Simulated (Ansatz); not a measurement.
Saddle point of AlSiH5ClF, singlet (SiH₃Cl ([SiH3][Cl]) + AlH₂F ([F][AlH2]) → AlH₂Cl ([AlH2][Cl]) + SiH₃F ([F][SiH3]) (still joined by a long Al–F bond); bonds formed: F2–Si5; dative contacts that become bonds: Al1–Cl6; bonds broken: Si5–Cl6; bonds weakened to dative contacts: Al1–F2), PBE0-D4/def2-TZVP structure:

```tsv
atom	x (Å)	y (Å)	z (Å)
Al1	-1.5449	-0.2621	-0.7725
F2	-0.2364	0.9207	-0.3516
H3	-1.3805	-0.7006	-2.2769
H4	-2.8855	0.1701	-0.0678
Si5	1.2328	0.2785	0.6085
Cl6	-0.3141	-1.5796	0.5842
H7	2.0357	0.0722	-0.6103
H8	1.8285	-0.5413	1.6961
H9	1.2645	1.6419	1.1904
```

Energies are electronic, without zero-point energy. Barriers and step energies count from the start structure reached by relaxing down the imaginary mode; all methods use the PBE0-D4 structures, on which another method's saddle can fall below an end. Program: Ansatz 0.2.0. Basis: def2-TZVPP, with def2-QZVPP for the basis limit. Cores are frozen in the correlated methods. B3LYP uses VWN-RPA correlation. Extrapolation: Hartree–Fock as exp(−7.88 √X), correlation as X^−2.97.

```csv
method,barrier (eV),step energy (eV)
SPW92,0.187,-0.180
PBE-D4,0.328,-0.165
BLYP-D4,0.403,-0.215
r2SCAN-D4,0.334,-0.255
B97M-V,0.366,-0.286
PBE0-D4,0.352,-0.226
B3LYP-D4,?,-0.265
r2SCAN0-D4,0.353,-0.285
BHLYP-D4,?,-0.339
CAM-B3LYP-D4,0.399,-0.300
wB97X-V,0.388,-0.272
wB97M-V,?,-0.267
B2PLYP,0.418,-0.284
PBE-QIDH,0.377,-0.271
RPA on PBE,0.401,-0.276
HF,0.592,-0.451
MP2,0.409,-0.276
CCSD,0.444,-0.313
CCSD(T),0.413,-0.288
```

Question: Fill in the withheld barriers. (An estimate is asked for; the value comes from the calculation.)

Answer: The calculation gives: B3LYP-D4 0.410; BHLYP-D4 0.432; wB97M-V 0.350 eV. Each is the energy of the saddle less that of the start structure, by the same method.

For comparison, the barrier by CCSD(T) at an estimated basis limit (MP2 extrapolated from triple and quadruple zeta, plus CCSD(T) − MP2 in triple zeta) is 0.389 eV.

T1 diagnostic: at most 0.011.

Ligand swaps between two centres remove the fluorinated layer in thermal atomic layer etching, and scramble precursors in the gas phase.

Labels in which every atom is bracketed show which atoms are joined, not bond orders.

For scale, one of the runs: CCSD(T)/def2-TZVPP, 227 basis functions, launched by `ansatz run in.yaml --threads 4 --pin off --events-out ev --progress --plain --max-ram 9574MiB`. Hardware: 4 CPU threads of an Arm Neoverse V1, shared host. Wall time 77 s; peak host memory 3.4 GiB.
